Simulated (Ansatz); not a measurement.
`C=[CH][AlH][F]` + H₂ → `[F][AlH2]` + `C=C` at 700 K and 1 bar (hydrogenolysis of the Al–C bond).

Calculated with Ansatz (gas phase, PBE0-D4/def2-TZVP geometries, no zero-point term in ΔE). CCSD(T)/CBS is the MP2 limit (def2-TZVPP, def2-QZVPP) plus CCSD(T) − MP2 in def2-TZVPP, frozen cores. This one scheme is used for every species. Each species was taken in one conformer, which may not be the lowest.

| species | CCSD(T)/CBS energy (Eh) | H − E (kJ/mol) | S (J/(mol·K)) |
| --- | --- | --- | --- |
| `C=[CH][AlH][F]` | -420.36993 | 195.3 | 402.4 |
| H₂ | -1.17544 | 46.8 | 155.3 |
| `[F][AlH2]` | -343.06661 | 74.9 | 289.9 |
| `C=C` | -78.48111 | 168.9 | 268.4 |

H − E and S are ideal-gas, rigid-rotor, harmonic terms from PBE0-D4/def2-TZVP, for one conformer and one mirror image of each species. The MP2-based limit puts H₂ 0.8 mEh under its directly extrapolated value; such offsets cancel only in part. 1 Eh = 2625.50 kJ/mol, R = 8.31446 J/(mol·K).

Task: By hand: ΔE, ΔH, ΔS and ΔG.

Result: ΔE = (-343.06661) + (-78.48111) − (-420.36993) − (-1.17544) = -0.00235 Eh = -6.2 kJ/mol. Δ(H − E) = 74.9 + 168.9 − 195.3 − 46.8 = 1.7, so ΔH = -4.5 kJ/mol. ΔS = 289.9 + 268.4 − 402.4 − 155.3 = 0.6 J/(mol·K). ΔG = -4.5 − 700 × (0.6)/1000 = -4.9 kJ/mol.

Task: By hand: the equilibrium constant, and the temperature at which ΔG would vanish if ΔH and ΔS stayed fixed.

Result: log₁₀ K = −ΔG/(RT ln 10) = 0.4. ΔH and −TΔS have one sign here, so there is no such temperature. One of them is within its doubt of zero, so this could turn.

The number of gas molecules stays the same, so ΔS is small and ΔH decides. The sign of ΔG lies within the doubt. A doubt of 5 kJ/mol in ΔE shifts log₁₀ K by 0.4 here. Other conformers and mirror images would add mixing entropy, several J/(mol·K) or more a flexible species. These are equilibria of isolated gas molecules and say nothing of rates. Largest T1 diagnostic: 0.012 (customary marks: 0.02 for closed shells, 0.045 for open ones).
